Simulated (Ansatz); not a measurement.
Geometry optimisation, RKS PBE-D4/STO-3G in Ansatz 0.2.0.

Input file:

```yaml
crystal:
  periodic: [false, false, false]
  atoms:
    - { symbol: B, position_ang: [-0.5852, 1.7992, 1.2584] }
    - { symbol: C, position_ang: [-0.4295, 0.7495, 0.1413] }
    - { symbol: C, position_ang: [0.4812, -0.193, 0.2513] }
    - { symbol: C, position_ang: [0.7924, -1.2225, -0.8038] }
    - { symbol: O, position_ang: [-0.3824, -2.1046, -0.8744] }
    - { symbol: H, position_ang: [0.038, 1.8697, 2.2178] }
    - { symbol: H, position_ang: [-1.443, 2.669, 1.1128] }
    - { symbol: H, position_ang: [-1.0263, 0.799, -0.7419] }
    - { symbol: H, position_ang: [1.167, -0.1965, 1.1797] }
    - { symbol: H, position_ang: [0.8999, -0.7447, -1.7627] }
    - { symbol: H, position_ang: [1.6102, -1.8302, -0.5299] }
    - { symbol: H, position_ang: [-1.0452, -1.6502, -1.4145] }
basis:
  gaussian: { orbitals: STO-3G }
hamiltonian:
  xc: pbe
  dispersion: d4
relax:
  f_tol: 0.015
  max_steps: 40
```

Launched with:

```bash
$ ansatz run input.yaml --threads 1 --pin off --max-ram 2048MiB --backend cpu --events-out ev --progress --plain --runs-dir out
```

Where does it end, and by what steps?

The forces met the threshold. Limits of this set-up: minimal basis. After 17 steps the energy has fallen by 0.777 eV; H12 moved furthest, 0.74 Å.

```tsv
step	energy less start (eV)	largest force component (eV/Å)	accepted
0	0.0000	4.095	yes
1	-0.6450	1.045	yes
2	-0.6698	0.693	yes
3	-0.7306	0.297	yes
4	-0.7465	0.134	yes
5	-0.7558	0.447	yes
6	-0.7635	0.386	yes
7	-0.7533	0.633	no
8	-0.7719	0.114	yes
9	-0.7518	0.727	no
10	-0.7737	0.058	yes
11	-0.7756	0.041	yes
12	-0.7762	0.102	yes
13	-0.7769	0.076	yes
14	-0.7770	0.042	yes
15	-0.7772	0.023	yes
16	-0.7773	0.018	yes
17	-0.7773	0.009	yes
```

```xyz
12
Properties=species:S:1:pos:R:3
B -0.639 1.870 1.242
C -0.301 0.963 0.058
C 0.423 -0.192 0.217
C 0.738 -1.191 -0.909
O -0.084 -2.412 -0.714
H -0.338 1.536 2.334
H -1.189 2.901 1.082
H -0.591 1.225 -0.979
H 0.736 -0.509 1.233
H 0.565 -0.709 -1.907
H 1.798 -1.532 -0.856
H -1.040 -2.006 -0.767
```

Run time: 39 s on 1 thread of Intel(R) Xeon(R) Platinum 8275CL CPU @ 3.00GHz (Skylake/Cascade Lake), with other jobs on the host, peak memory 0.14 GiB.
